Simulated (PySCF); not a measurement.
C2H4OSe, SMILES C1[Se]CO1. Heavy atoms are numbered as in [CH2:1]1[O:2][CH2:3][Se:4]1. Hydrogens are named by the atom that carries them.

Coordinates come from a PBE-D3(BJ)/def2-SVP optimisation. This is a generated structure with no PubChem entry under its InChIKey; it may be hypothetical.

Computed with PySCF with PBE0/pcSseg-1.

GIAO shieldings, no solvent; atoms alike by connectivity are averaged. δ = σ(ref) − σ: ¹³C against TMS (σ = 186.3 ppm); ¹⁷O against H2O (σ = 334.2 ppm); ⁷⁷Se against Me2Se (σ = 1740.1 ppm); ¹H against TMS (σ = 31.56 ppm), references at their B3LYP-D3(BJ)/def2-TZVP geometries, non-relativistic.

```csv
nucleus,atoms,count,δ (ppm)
¹³C,C1 (CH2),2,77.1
¹⁷O,O2,1,62.5
⁷⁷Se,Se4,1,452.4
¹H,H on C1,4,6.24
```
